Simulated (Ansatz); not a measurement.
Consider the formal exchange of groups at the Si–C bond: `C[SiH2][AsH2]` + `C=CSC` → `C=C[SiH2][AsH2]` + `CSC`.

Calculated with Ansatz (gas phase, PBE0-D4/def2-TZVP geometries, no zero-point term in ΔE). CCSD(T)/CBS is the MP2 limit (def2-TZVPP, def2-QZVPP) plus CCSD(T) − MP2 in def2-TZVPP, frozen cores. Functionals use def2-TZVPP. For As outer-core shells are correlated without core-valence functions, which leaves a few kJ/mol of doubt a bond. Scalar relativity is left out up to krypton. Each species was taken in one conformer, which may not be the lowest.

```tsv
level	ΔE (eV)
PBE0-D4	0.18
ωB97M-V	0.14
HF/CBS(def2)	0.06
MP2/CBS(def2)	0.15
```

Problem. What does CCSD(T)/CBS give? (Estimate.)

Solution. The calculation gave: +0.12 eV. The listed levels differ from it by 0.06, 0.02, -0.06, 0.03 eV.

Largest T1 diagnostic among the species: 0.012.

In def2-TZVPP, CCSD(T) changes the Hartree–Fock value by +0.07 eV (the triples alone add +0.01 eV) and MP2 by +0.09 eV.
